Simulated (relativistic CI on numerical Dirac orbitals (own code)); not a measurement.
# Hyperfine structure of Pt LXVII, mass number 195

Calculated at this level of theory: Dirac-Coulomb-Breit CI, KLI orbitals optimised for each configuration, model QED (radiative potential, 1s self-energy scaled to tabulated hydrogen-like ionisation energies), unscaled Slater integrals (own radial code, finite nucleus).

Configuration list (outside the closed core [Ne]): 3s², 3s3p, 3p², 3s3d, 3d², 3p3d, 3p4s, 3d4s, 3s4s, 3s4p, 3s4d, 3s4f, 3s5s, 3s5p, 3s5d, 4s². Levels of other configurations are missing.

Nuclear spin I = 1/2, μ = 0.6073 μN (tables of Stone and Pyykkö). The electronic factors are computed for point nuclear moments, without core polarisation or the Bohr-Weisskopf and QED corrections.

| Level | E (eV) | A (GHz) |
| --- | --- | --- |
| 3s3p ³P°1 | 169.147 | 6345 |
| 3s3p ³P°2 | 626.376 | 2648 |
| 3s3p ¹P°1 | 666.701 | -1958 |
| 3p² ¹D2 | 819.006 | 1266 |
| 3p² ³P1 | 821.841 | -387.9 |
| 3s3d ³D1 | 855.302 | -2182 |
| 3s3d ³D2 | 870.688 | 2158 |
| 3s3d ³D3 | 961.520 | 1660 |

Levels with J = 0, under 50 % of one LS term, or S terms without an open s electron are left out. Small factors come from cancelling terms and can be off by tens of per cent or more.

At this charge energies of transitions that change n are usually good to better than 1 %, and those within a shell (Δn = 0) to a few per cent.

(1) Give the hyperfine levels of 3s3p ³P°1 relative to its centre of gravity.

## Answers

(1) With K = F(F + 1) − I(I + 1) − J(J + 1), E = AK/2: F = 1/2: -6345, F = 3/2: 3172 GHz.

LS names give the leading component of a level, which can be under half, so a name can repeat, a term be missing and a line seem to break the LS rules.
